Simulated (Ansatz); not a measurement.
Cd₂O₂⁺, that is (CdO)2 ring with one electron fewer. Charge 1, multiplicity 2. Geometry r2SCAN-D4/def2-TZVP, that of the neutral singlet; atoms count from 1.

Cartesian coordinates in Å:
```
Cd -1.1744 0.1988 0.6443
O -0.7780 -0.7545 -1.1853
Cd 1.1744 -0.1987 -0.6443
O 0.7780 0.7544 1.1853
```

In the def2 sets Cd takes a core potential; there is no spin–orbit coupling. The charge 1 doublet is spin-contaminated (final ⟨S²⟩ up to 0.86, 0.75 for a pure state).

**Question.** Estimate the Mulliken populations from the PBE0/def2-TZVP orbitals of Ansatz.

**Answer.** 
```csv
atom,charge (e),spin (α − β),d electrons
Cd1,1.04,-0.18,10.00
O2,-0.54,0.68,–
Cd3,1.04,-0.18,10.00
O4,-0.54,0.68,–
```
Mulliken values and Mayer orders depend strongly on the basis.

**Question.** Where does the spin sit?

**Answer.** Summed by element: Cd -0.36, O 1.36, of 1 unpaired in all. Largest on single atoms: O2 0.68, O4 0.68, Cd1 -0.18.

**Question.** And the Mayer bond orders between bonded heavy atoms (over 0.3)?

**Answer.** Cd1–O2 0.68 (2.10 Å); Cd1–O4 0.68 (2.10 Å); O2–Cd3 0.68 (2.10 Å); Cd3–O4 0.68 (2.10 Å).
